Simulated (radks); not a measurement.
Task: These are the eigenvalues of the occupied orbitals of an atom or ion with whole-number occupations (eV). Method: Dirac Kohn-Sham, LDA (Slater exchange, Perdew-Wang correlation), spin-unpolarised, spherical densities, point nucleus; computed with a radial shooting solver on a logarithmic mesh with Libxc functionals.

orbital  eigenvalue
1s1/2     -23004.29
2s1/2     -3341.638
2p1/2     -3096.483
2p3/2     -2952.091
3s1/2     -602.9506
3p1/2     -506.9028
3p3/2     -482.0535
3d3/2     -311.3196
3d5/2     -306.4139
4s1/2      -90.2602
4p1/2      -61.0066
4p3/2      -57.0561
4d3/2      -14.0933
4d5/2      -13.6879

Which element is it, and in what charge state? The configuration may be excited. Open shells, if any, are shared by 2j + 1.

Result: Z = 45, rhodium, charge +1: Rh+ in [Kr] 4d8. The list shows which subshells hold electrons but not how many an open one holds; the 1s level, -845.39 hartree, gives Z - s = 41.1 by -(Z - s)^2/2, which with screening and relativity narrows Z to a few neighbours, and the depths of the outer levels then fix element, charge and occupations together.
